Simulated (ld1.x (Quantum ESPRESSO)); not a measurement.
## boron (B): variants of one RRKJ potential

Base potential:

B, norm-conserving RRKJ (Kleinman–Bylander form), made with ld1.x (Quantum ESPRESSO) 7.5 (PBE, scalar-relativistic). Core [He], reference 2s2 2p0 (charge +1). Waves: 2p (bound, empty): rc 2.40 bohr; 2s (bound): rc 1.35 bohr. Local part: the s channel. Core correction: a·sin(br)/r model core inside 1.10 bohr.

Cutoffs, loose and tight: the cutoffs (Ry, on a coarse ladder) from which the occupation-weighted sum of valence levels, in a spherical-Bessel basis at the reference potential, stays within 10 and 1 mRy of its value at 400 Ry. They do not see the model core or the augmentation charge, which bear on the density cutoff. Test errors are all-electron minus pseudo excitation energies from the reference, over the configurations 2s2 2p1; 2s1 2p0; 2s2 2p0.5; 2s2 2p1.3; 2s1 2p2; 2s0 2p3; 2s1 2p1. A dash means not determined; rows that change the core or the reference have their own tests.

| change | outcome | cutoff, loose | cutoff, tight | bound ghosts | largest test error (meV) |
| --- | --- | --- | --- | --- | --- |
| base | generated | 21 Ry | 55 Ry | none | +105 |
| reference 2s2 2p1 | generated | 21 Ry | 55 Ry | none | +153 |
| wave 2s (bound): rc 1.35 bohr becomes 2s (bound): rc 1.56 bohr | generated | 18 Ry | 50 Ry | none | +114 |
| local potential all-electron potential smoothed inside 1.85 bohr (lloc = -1) | generated | 35 Ry | 50 Ry | none | +86 |
| core correction a·sin(br)/r model core inside 1.22 bohr | generated | 21 Ry | 55 Ry | none | +116 |
| functional BP86 | generated | 21 Ry | 60 Ry | none | +71 |

Problem. What comes out with this change to the base: wave 2p (bound): rc 2.40 bohr becomes 2p (bound): rc 3.62 bohr?

Solution. outcome: generated; cutoff, loose: 21 Ry; cutoff, tight: 55 Ry; bound ghosts: none; largest test error (meV): +613.

Problem. What comes out with this change to the base: all radii but the core radius scaled by about 0.82 (s 1.10, p 1.96 bohr)?

Solution. outcome: generated; cutoff, loose: 25 Ry; cutoff, tight: 70 Ry; bound ghosts: none; largest test error (meV): +95.
